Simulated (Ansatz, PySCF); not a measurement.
Species: sum formula InO₂H₂ (charge 0, doublet). It need not be the lowest isomer of its formula. 
Coordinates optimised at B3LYP-D3(BJ)/def2-TZVP (Ansatz, a first-principles code):
```
In
O 1 2.0258
H 2 0.9670 1 109.30
O 1 2.0355 2 113.16 3 0.00
H 4 0.9643 1 114.56 2 -180.00
```
Charge 0, spin multiplicity 2.

Quantity: atomisation energy (electronic, to ground-state atoms), in eV. Cores are frozen in the correlated levels unless marked. Open shells are spin-unrestricted. Spin-orbit coupling is left out. Frozen are the shells of the preceding noble gas and the d and f shells that filled before the atom's block. In def2 rows, elements after Kr have scalar-relativistic effective core potentials. STO-3G rows are all-electron and non-relativistic. The coupled-cluster limit lacks core correlation, which all-electron functionals hold. Basis-set limits of correlation are two-point, X^-3; Hartree-Fock from the larger set. [CCSD(T)-MP2]/basis is that difference in the basis named.

```
level                                                                 program  atomisation energy (eV)
-------------------------------------------------------------  --------------  -----------------------
revPBE-D4/def2-TZVPD                                           Ansatz + dftd4                    15.28
revPBE/def2-TZVPD                                                      Ansatz                    15.09
BP86-D4/def2-TZVPD                                              PySCF + dftd4                    16.07
BP86/def2-TZVPD                                                         PySCF                    15.97
r2SCAN-D3(BJ)/def2-TZVPD                                       Ansatz + dftd3                    15.49
PBE0/STO-3G                                                            Ansatz                    16.56
PBE0-D3(BJ)/def2-TZVP                                          Ansatz + dftd3               (withheld)
TPSSh-D3(BJ)/def2-TZVPD                                         PySCF + dftd3                    15.14
r2SCANh-D4/def2-TZVPD                                          Ansatz + dftd4                    15.19
r2SCAN0-D4/def2-TZVPD                                          Ansatz + dftd4                    14.76
LC-wPBE-D3(BJ)/def2-TZVPD                                      Ansatz + dftd3                    15.39
B2GP-PLYP/def2-TZVPD                                                   Ansatz                    15.14
SCS-MP2/STO-3G                                                         Ansatz                    12.30
CCSD/def2-TZVPP                                                        Ansatz               (withheld)
RI-MP2/CBS(def2-TZVPPD,def2-QZVPPD)+[CCSD(T)-MP2]/def2-TZVPPD          Ansatz               (withheld)
```

Task: Some entries are withheld; supply them.

Result: 
- PBE0-D3(BJ)/def2-TZVP, atomisation energy (eV): 14.98
- CCSD/def2-TZVPP, atomisation energy (eV): 14.66
- RI-MP2/CBS(def2-TZVPPD,def2-QZVPPD)+[CCSD(T)-MP2]/def2-TZVPPD, atomisation energy (eV): 15.68
